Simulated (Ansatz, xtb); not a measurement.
Two structures of ClFHO2Si2

Structure X: a doublet given by its coordinates. Structure Y: a doublet given by its coordinates. Both are isolated molecules in the gas phase, relaxed with B3LYP-D3(BJ)/def2-SVP.

X (Å):

```yaml
atoms:
  - { symbol: Cl, position_ang: [0.6069, 3.0029, -1.2691] }
  - { symbol: F, position_ang: [-0.9814, -2.0991, -0.5081] }
  - { symbol: O, position_ang: [0.4365, -0.1131, -1.7674] }
  - { symbol: O, position_ang: [-0.8375, 0.5670, 0.1334] }
  - { symbol: Si, position_ang: [-1.0263, -0.5954, -1.0762] }
  - { symbol: Si, position_ang: [0.6525, 1.0615, -0.5438] }
  - { symbol: H, position_ang: [-2.2200, -0.4685, -1.9217] }
```

Close contacts (Å): Cl1–Si6 2.07, F2–Si5 1.61, O3–Si5 1.69, O3–Si6 1.71, O4–Si5 1.69, O4–Si6 1.71, Si5–Si6 2.42, Si5–H7 1.47.

Y (Å):

```tsv
atom	x (Å)	y (Å)	z (Å)
Cl	-2.9775	0.9613	-1.7660
F	-1.6702	-1.5192	-0.8690
O	0.0421	0.1878	-2.1571
O	-0.4683	0.7390	0.1111
Si	-1.2906	0.0119	-1.1557
Si	0.9171	0.9533	-0.8877
H	2.0882	0.1278	-0.4236
```

Close contacts (Å): Cl1–Si5 2.03, F2–Si5 1.60, O3–Si5 1.68, O3–Si6 1.72, O4–Si5 1.68, O4–Si6 1.72, Si5–Si6 2.41, Si6–H7 1.51.

Q: Estimate E(Y) − E(X) at the level CCSD(T)/def2-SVP + ΔMP2/def2-TZVPP.

A: Calculated at CCSD(T)/def2-SVP + ΔMP2/def2-TZVPP: E(Y) − E(X) = +2.5 kcal/mol, so structure X lies lower.

Level by level:

| level | geometry | E(Y) − E(X) (kcal/mol) | departure from the last row (kcal/mol) | job, with rough time for the two |
| --- | --- | --- | --- | --- |
| GFN2-xTB | GFN2-xTB | +5.0 | +2.5 | optimisation, 0.18 s |
| HF/STO-3G | GFN2-xTB | +5.5 | +3.0 | single point, 0.72 s |
| r2SCAN-D4/def2-SVP | GFN2-xTB | +2.8 | +0.3 | single point, 4.8 s |
| B3LYP-D3(BJ)/def2-SVP | B3LYP-D3(BJ)/def2-SVP | +2.9 | +0.4 | optimisation, 61 s |
| HF/def2-SVP | B3LYP-D3(BJ)/def2-SVP | +2.2 | −0.3 | part of the CCSD(T) run |
| MP2/def2-SVP | B3LYP-D3(BJ)/def2-SVP | +2.2 | −0.3 | part of the CCSD(T) run |
| CCSD(T)/def2-SVP | B3LYP-D3(BJ)/def2-SVP | +2.2 | −0.3 | single point |
| CCSD(T)/def2-SVP + ΔMP2/def2-TZVPP | B3LYP-D3(BJ)/def2-SVP | +2.5 |  | single point, 51 s |

The levels shown agree on the order. The largest departure from CCSD(T)/def2-SVP + ΔMP2/def2-TZVPP is that of HF/STO-3G, 3.0 kcal/mol. The last row adds to CCSD(T) the change of the MP2 difference between the two basis sets, here +0.3 kcal/mol.

With harmonic frequencies from B3LYP-D3(BJ)/def2-SVP (ideal gas, rigid rotor, one conformer each, 298.15 K, 1 atm): the zero-point term adds −0.6 kcal/mol; ΔH is +1.9 and ΔG +2.1 kcal/mol.

Open shells are spin-unrestricted. The correlated steps freeze 18 core orbitals. Run with Ansatz 0.2.0, xtb 6.7.1; the last row on 2 threads of Intel(R) Xeon(R) Platinum 8488C (Sapphire Rapids) on a shared host.
